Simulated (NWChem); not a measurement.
Molecule: BAsH₄O; SMILES OB[AsH2]

```xyz
7

B     -0.5838     1.1926    -0.0062
As     0.0257    -0.7798    -0.0509
H     -0.7551    -1.1461     1.2132
H      1.3386    -0.5599     0.7172
H     -1.7519     1.4448    -0.0502
O      0.2557     2.2526    -0.0251
H      1.1929     2.0110     0.0304
```
Atoms are numbered in this order, from 1.

Results from NWChem. Pople sets run with spherical d functions. The geometry was optimised at B3LYP/6-31G* (spherical d). Ions are spin-unrestricted doublets at the neutral geometry; other ion states weren't tried. Functional: LC-ωPBE (HJS hole) with 6-31G*; the question gives the range parameter ω in 1/bohr.

**Question.** Predict the results for range parameter (1/bohr) 0.60. Quantities: vertical ionisation energy, ΔSCF (eV); −ε(HOMO) (eV).

**Answer.** The vertical ionisation energy, ΔSCF (eV) is 9.72. The −ε(HOMO) (eV) is 10.32.
